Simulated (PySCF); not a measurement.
# Ionisation energy of Ba(55+) by level of theory

Ba(55+) 1s1 (2S) → Ba(56+) (bare nucleus), as a difference of total energies. All numbers are calculated (PySCF 2.14, the spin-free X2C one-electron Hamiltonian (Gaussian nucleus), in an uncontracted even-tempered set (17 s from 120 bohr⁻², ratio 2.2; 7 p from 190 bohr⁻², ratio 2.4; 4 d from 560 bohr⁻², ratio 2.4; 3 f from 840 bohr⁻², ratio 2.4; 3 g from 1300 bohr⁻², ratio 2.4)). The calculations carry no spin-orbit coupling.

```csv
method,ionisation energy (eV)
UHF,44611.0
LDA,44541.3
PBE,44607.4
PBE0,44608.3
r2SCAN,44614.3
PW91,44609.2
BP86,44615.3
```

For one electron Hartree-Fock is exact for this Hamiltonian up to the basis; QED and nuclear recoil make up the gap, and the density functionals add self-interaction.

For comparison: 44561.6 eV (theoretical estimate listed by NIST; NIST Atomic Spectra Database, ionization energies).
